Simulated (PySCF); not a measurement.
**Orbital picture of LiBi**

TPSS at R = 2.688 Å; Li def2-SVPD, Bi def2-SVPD with ECP60; scalar-relativistic core potentials (PySCF 2.14). State: ³Σ⁻ (triplet), unpaired electrons π ↑↑. Only the outer orbitals are listed, counted within each symmetry, core potentials removing the inner ones.

| spin | orbital | occ. | ε (eV) | on Li (%) | main shells (%) |
| --- | --- | --- | --- | --- | --- |
| α | 5σ | 1 | -13.52 | 1 | 99 Bi s |
| α | 6σ | 1 | -4.34 | 22 | 77 Bi p, 18 Li s |
| α | 3π | 1 | -4.21 | 5 | 94 Bi p |
| α | 3π | 1 | -4.21 | 5 | 94 Bi p |
| α | 7σ | 0 | -1.87 | 89 | 65 Li s, 24 Li p |
| α | 4π | 0 | -0.51 | 92 | 92 Li p |
| α | 4π | 0 | -0.51 | 92 | 92 Li p |
| β | 5σ | 1 | -12.40 | 1 | 99 Bi s |
| β | 6σ | 1 | -3.82 | 33 | 67 Bi p, 28 Li s |
| β | 3π | 0 | -2.80 | 15 | 85 Bi p, 15 Li p |
| β | 3π | 0 | -2.80 | 15 | 85 Bi p, 15 Li p |
| β | 7σ | 0 | -1.76 | 86 | 57 Li s, 29 Li p, 8 Bi p |

Which are the highest filled and the lowest empty level, where do they sit, and how wide is the gap?

Highest filled β 6σ at -3.82 eV (in %: 67 Bi p, 28 Li s); lowest empty β 3π at -2.80 eV (in %: 85 Bi p, 15 Li p); the gap at TPSS is 1.02 eV.

- bond order (Mayer): 1.00
- ⟨S²⟩: 2.006
- charge on Li (Mulliken, basis-dependent): 0.33
- charge on Li (Löwdin, basis-dependent): 0.20
- dipole moment (positive dipole means Li(−)Bi(+)): -5.65 D

These are scalar-relativistic numbers at best; spin–orbit coupling would shift them, the dissociation energy most. The state was picked by a PBE0 search and need not be the measured ground state.
